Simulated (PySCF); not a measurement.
# Ionisation energy of V⁺ by level of theory

V⁺ [Ar] 3d4 (5D) → V²⁺ [Ar] 3d3 (4F), as a difference of total energies. Calculation: PySCF 2.14, in cc-pVTZ (7s6p4d2f1g, 68 functions); the non-relativistic Hamiltonian (point nucleus). Correlated levels: valence: [Ar] frozen. The calculations carry no spin-orbit coupling.

| method | ionisation energy (eV) |
| --- | --- |
| UHF | 13.279 |
| MN15 | 15.264 |
| M06-L | 14.642 |
| MP2 (valence) | 14.026 |
| SCS-MP2 (valence) | 13.528 |

Q: How much does correlation contribute at MP2 (valence)?

A: 14.026 − (13.279) = 0.747 eV, measured against UHF.

These non-relativistic numbers lack the scalar-relativistic shift.

The reference lies between the lowest fine-structure levels, while these numbers refer to the centres of the terms.

Errors of the correlated levels include the incompleteness of this basis and the frozen core.

For comparison: 14.634 ± 0.007 eV (measured; NIST Atomic Spectra Database, ionization energies).
